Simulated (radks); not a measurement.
Results of a calculation; reference values are marked as such.
Species: the silicon ion Si5+. Configuration: [He] 2s2 2p5. Code: a radial shooting solver on a logarithmic mesh with Libxc functionals. Model: scalar-relativistic Kohn-Sham, r2SCAN, spin-polarised, spherical densities, finite nucleus; open shells are filled with parallel spins first; meta-GGA in the generalised Kohn-Sham scheme; Fermi nuclear charge, rms radius 3.1224 fm. Some entries of the table are withheld. Estimate them.

| orbital | occ. | eigenvalue (hartree) | <1/r> (bohr^-1) | <r^2> (bohr^2) |
|---|---|---|---|---|
| 1s up | 1 | -69.96921 | 13.64 | 0.01667 |
| 1s down | 1 | -69.88719 | 13.65 | 0.01662 |
| 2s up | 1 | -8.68174 | 2.689 | 0.3522 |
| 2s down | 1 | -8.53288 | 2.668 | 0.3567 |
| 2p up | 3 | (1) | 2.581 | 0.3151 |
| 2p down | 2 | (2) | 2.561 | 0.3220 |

Answer. 
(1) 2p up eigenvalue (hartree): -7.05513
(2) 2p down eigenvalue (hartree): -6.87975
